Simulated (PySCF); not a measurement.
## Re⁶⁹⁺ (rhenium, charge +69): Hartree-Fock from Schrödinger to Dirac-Coulomb-Breit

Occupied: 1s1/2, 2s1/2, 2p1/2. Hartree-Fock calculated with PySCF 2.14 in an even-tempered Gaussian basis (19 s from 18 bohr⁻², ratio 2.3; 15 p from 22 bohr⁻², ratio 2.3), Gaussian nucleus throughout. NR is non-relativistic, sf-X2C the spin-free one-electron X2C Hamiltonian, X2C adds the bare one-electron spin-orbit term, X2C-SNSO screens it by Boettger's factors, DC is four-component Dirac-Coulomb, and the Gaunt and Breit terms are added at first order (total energies over the DC spinors, levels after relaxing the spinors in that mean field). QED terms are absent. Levels marked empty are virtual spinors of this ion.

| Hamiltonian | E (hartree) |
| --- | --- |
| X2C | -8963.7735 |
| X2C-SNSO | -8961.0985 |
| DC | -8965.8870 |
| DC+Gaunt | -8954.9855 |
| DC+Breit | -8955.5403 |

| level (eV) | X2C | X2C-SNSO | DC | DC+Gaunt | DC+Breit |
| --- | --- | --- | --- | --- | --- |
| 1s1/2 | -79754.5 | -79757.1 | -79826.9 | -79608.7 | -79615.8 |
| 2s1/2 | -19314.2 | -19315.0 | -19325.0 | -19301.9 | -19304.0 |
| 2p1/2 | -19072.3 | -19036.4 | -19047.2 | -18999.7 | -19004.9 |
| 2p3/2 (empty) | -17125.4 | -17137.2 | -17139.2 | -17117.1 | -17122.3 |
| 3s1/2 (empty) | -8080.6 | -8080.7 | -8083.3 | -8076.8 | -8077.8 |

Problem. How large are the two-electron picture-change error of X2C and the Breit correction in the total energy?

Solution. X2C-1e lies 2.1135 hartree above Dirac-Coulomb; Gaunt adds 10.9015 and the full Breit term 10.3467 hartree.

Weight of the small component: 1s1/2 0.0805, 2s1/2 0.0194, 2p1/2 0.0194, 2p3/2 0.0175, 3s1/2 0.00801.

Koopmans' value for the highest occupied level at DC+Breit: 19004.9 eV, against an ionisation energy of 19000 ± 50 eV (theoretical estimate listed by NIST; NIST Atomic Spectra Database, ionization energies); the former lacks relaxation, correlation, QED and recoil.

The whole ladder took 150 s of wall time on 1 thread of Intel(R) Xeon(R) Platinum 8375C CPU @ 2.90GHz (shared host), launched as `OMP_NUM_THREADS=1 python relrun2.py TASK.json OUT` (a driver that calls PySCF for each Hamiltonian).
